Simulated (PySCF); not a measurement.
HSi, SMILES [SiH] (connectivity only; charge and spin as stated), charge +1, multiplicity 1. Geometry optimised at PBE-D3(BJ)/def2-TZVPD.

All values below come from PBE-D3(BJ)/def2-TZVPD run with PySCF.

Harmonic wavenumbers (cm⁻¹): 2046. Rotational constants (GHz): 221.0 (linear); symmetry number 1.

Task: Work out the zero-point energy and the ideal-gas rigid-rotor harmonic-oscillator thermochemistry at 298.15 K and 1 atm.

Result: ZPE = ½ Σ hcν = ½ × 2046 cm⁻¹ = 2.93 kcal/mol. H − E(el) = 5.00 kcal/mol. Entropy in cal/(mol K): translation 36.04, rotation 8.62, vibration 0.00, total 44.66. G − E(el) = -8.32 kcal/mol. Cp = 6.97 cal/(mol K).
